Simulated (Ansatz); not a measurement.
Geometry optimisation, Ansatz 0.2.0, UKS BLYP-D4/def2-SVP.

Input:

```yaml
crystal:
  periodic: [false, false, false]
  atoms:
    - { symbol: Ge, position_ang: [-0.01384, -0.026184, -0.095299] }
    - { symbol: H, position_ang: [-0.101473, -0.174283, 1.452765] }
    - { symbol: C, position_ang: [1.894913, 0.011004, -0.645772] }
    - { symbol: H, position_ang: [2.367735, -0.980085, -0.487232] }
    - { symbol: H, position_ang: [1.97107, 0.269249, -1.722443] }
    - { symbol: H, position_ang: [2.456154, 0.767756, -0.060113] }
    - { symbol: C, position_ang: [-0.938298, 1.643774, -0.650147] }
    - { symbol: H, position_ang: [-2.039899, 1.524193, -0.579217] }
    - { symbol: H, position_ang: [-0.633195, 2.49323, -0.003744] }
    - { symbol: H, position_ang: [-0.677579, 1.888208, -1.7017] }
    - { symbol: H, position_ang: [-0.722147, -1.261516, -0.734694] }
    - { symbol: H, position_ang: [-0.068741, -0.114946, 3.309296] }
magnetization:
  spin_polarized: true
  initial_magnetization: 1
basis:
  gaussian: { orbitals: def2-SVP }
hamiltonian:
  xc: blyp
  dispersion: d4
relax:
  f_tol: 0.03
  max_steps: 50
output:
  orbitals: {}
```

Command:

```bash
$ ansatz run input.yaml --threads 4 --pin off --max-ram 5120MiB --backend cpu --events-out ev --progress --plain --runs-dir out
```

**Question.** Where does it end, and by what steps?

**Answer.** The forces met the threshold. The force dipped under the threshold on the way, but the program's further checks kept it going. After 16 steps the energy has fallen by 0.857 eV; H2 moved furthest, 1.28 Å. Parted: Ge1–H2 (1.56 → 3.17 Å). Joined: H2–H12 (1.86 → 0.77 Å).

```tsv
step	energy less start (eV)	largest force component (eV/Å)	accepted
0	0.0000	0.305	yes
1	-0.0084	0.149	yes
2	-0.0394	0.251	yes
3	-0.0979	0.626	yes
4	-0.2222	1.240	yes
5	-0.2488	2.259	yes
6	-0.5954	0.429	yes
7	-0.6892	1.353	yes
8	-0.7857	0.448	yes
9	-0.8247	0.293	yes
10	-0.8410	0.250	yes
11	-0.8448	0.466	yes
12	-0.8533	0.131	yes
13	-0.8547	0.205	yes
14	-0.8563	0.017	yes
15	-0.8529	0.356	no
16	-0.8565	0.013	yes
```

```xyz
12
Properties=species:S:1:pos:R:3
Ge -0.097 -0.170 -0.441
H -0.078 -0.131 2.731
C 1.878 -0.015 -0.719
H 2.371 -0.998 -0.593
H 2.070 0.352 -1.750
H 2.315 0.703 0.001
C -0.956 1.612 -0.740
H -2.055 1.543 -0.628
H -0.567 2.356 -0.018
H -0.723 1.958 -1.769
H -0.686 -1.208 -1.469
H 0.021 0.038 3.476
```

Whether the end is a true minimum wasn't checked by a vibrational analysis.

The run took 44 s on 4 threads of Arm Neoverse N1, with other jobs on the host, peak memory 0.18 GiB.
